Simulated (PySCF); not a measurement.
**How methods differ on the excitation energy of Lu⁺**

Lu⁺ [Xe] 4f14 6s2 (1S) → Lu⁺ [Xe] 4f14 5d1 6s1 (3D), as a difference of total energies. All numbers are calculated (PySCF 2.14, scalar relativity by spin-free X2C-1e, in x2c-TZVPPall with one added diffuse shell each of s, p, d type (12s8p8d2f2g, 108 functions)). Correlated levels: valence: [Kr] 4d10 frozen; valence and next inner shell: [Ar] 3d10 frozen. The calculations carry no spin-orbit coupling.

```csv
method,excitation energy (eV),error (eV)
UHF,1.156,-0.472
LDA,1.565,-0.063
PBE,1.421,-0.207
PBE0,1.343,-0.285
r2SCAN,0.922,-0.706
M06-2X,1.924,+0.296
PW91,1.395,-0.233
revPBE,1.337,-0.291
MP2 (valence),1.961,+0.333
SCS-MP2 (valence),2.077,+0.449
MP2 (valence and next inner shell),1.937,+0.309
SCS-MP2 (valence and next inner shell),2.056,+0.428
```

Reference: 1.628 eV (measured; NIST levels, between the centres of gravity of the two terms).

Errors of the correlated levels include the incompleteness of this basis and the frozen core.
